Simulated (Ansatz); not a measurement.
Here is a job for Ansatz (a quantum-chemistry and plane-wave program).
Ansatz 0.2 input:
```yaml
crystal:
  periodic: [false, false, false]
  atoms:
    - {symbol: N, position_ang: [-0.00186075, 0.10526655, 0.10524874]}
    - {symbol: H, position_ang: [0.81703017, -0.33632412, -0.38615523]}
    - {symbol: H, position_ang: [-0.80400491, -0.40054172, -0.35058595]}
basis:
  gaussian:
    orbitals: def2-SV_P_.json
hamiltonian:
  xc: hf
total_charge: -1
```
The basis file holds def2-SV(P) in the JSON format of the Basis Set Exchange.

**Question.** Estimate the total energy that HF/def2-SV(P) (Ansatz) returns for this input.

**Answer.** -55.4232 Eh

**Question.** What number of basis functions does HF/def2-SV(P) give?

**Answer.** 18

A gas-phase anion may not be bound at this level; its values then depend on the basis.
